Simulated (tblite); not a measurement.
Species: C6H6Cl2F (doublet state).
SMILES: `C1(F)[C@H](C[C](Cl)C=1Cl)C`

Computed with GFN2-xTB (tblite): harmonic, unscaled wavenumbers at the GFN2-xTB geometry, gas phase. Errors from tens to a few hundred cm⁻¹ against measured bands are possible. Open shells enter through the occupations alone, without spin polarisation, and single modes of such species can be off by tens of per cent.

Harmonic wavenumbers (cm⁻¹): 61.1, 94.8, 140.5, 170.3, 217.0, 225.3, 234.5, 308.9, 384.8, 400.0, 467.2, 479.0, 561.2, 600.8, 838.8, 875.6, 917.6, 955.0, 1041.5, 1060.7, 1102.3, 1123.1, 1155.8, 1205.1, 1256.4, 1274.9, 1287.0, 1382.7, 1401.3, 1451.3, 1488.8, 1494.0, 1509.9, 2914.7, 2938.0, 2965.3, 3043.6, 3046.8, 3050.4.

A = 1454, B = 1001, C = 623.8 MHz; mass 166.983 u (most abundant isotopes); point group C1, symmetry number 1; spin multiplicity 2.

Q: Zero-point energy?

A: Half the sum of the wavenumbers: 22563 cm⁻¹ = 269.91 kJ/mol.

Q: Give the ideal-gas entropy at 350 K and 1 bar in the rigid-rotor, harmonic-oscillator model (classical rotation).

A: Translation 176.02, rotation 128.56, vibration 127.70, spin (R ln 2) 5.76: S = 438.0 J/(mol K).

Q: And Cp and H(350 K) − H(0)?

A: Cp = 163.83 J/(mol K), of which vibrations give 130.57 (their classical limit is 39 R = 324.3); H(350 K) − H(0) = 35.58 kJ/mol without the zero-point energy, 23.94 from vibrations.

Q: What must be added to the electronic energy to get the Gibbs energy at 350 K and 1 bar?

A: ZPE + [H(350 K) − H(0)] − T·S = 269.91 + 35.58 − 153.32 = 152.17 kJ/mol.

Q: How do the functions run with temperature in this model?

A: 
| T (K) | S (J/(mol K)) | Cp (J/(mol K)) | H − H(0) (kJ/mol) | G − H(0) (kJ/mol) | ln q(vib) |
| --- | --- | --- | --- | --- | --- |
| 150 | 331.2 | 96.4 | 9.42 | -40.26 | 2.34 |
| 250 | 388.7 | 131.0 | 20.82 | -76.35 | 4.75 |
| 298.15 | 413.2 | 147.0 | 27.52 | -95.66 | 5.91 |
| 400 | 460.9 | 179.2 | 44.16 | -140.21 | 8.30 |
| 600 | 543.5 | 228.3 | 85.24 | -240.89 | 12.80 |
| 900 | 645.5 | 273.3 | 161.12 | -419.81 | 19.00 |

q(vib) and H(0) count from the zero-point level.

Hindered rotation and anharmonicity are outside this model. The structure is chiral; the term R ln 2 for an equal mix with its mirror image is left out.

The run took 0.55 s wall on one thread of an Arm Neoverse V2 (shared host). This covers the Hessian and the dipole derivatives.
